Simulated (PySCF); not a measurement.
Al(F)(OMe)2 (C₂H₆AlFO₂), SMILES [O](C)[Al]([F])[O]C. Geometry: PBE-D3(BJ)/def2-SVP. The structure was generated by enumeration; whether it is a known compound was not checked. Other conformers were not sampled.

Computed equilibrium geometry at PBE-D3(BJ)/def2-SVP (PySCF confirms it by a frequency run) as a Z-matrix, and its point group (one conformer of several):
point group Cs.
```
Al
F 1 1.6696
O 1 1.6958 2 117.89
C 3 1.4050 1 134.05 2 180.00
H 4 1.1134 3 110.40 1 -120.82
H 4 1.1134 5 107.20 3 120.29
H 4 1.1144 5 107.64 6 115.55
O 1 1.6983 2 121.44 3 180.00
C 8 1.4042 1 136.12 2 0.00
H 9 1.1135 8 110.49 1 -120.76
H 9 1.1135 10 107.21 8 120.46
H 9 1.1144 10 107.56 11 115.42
```
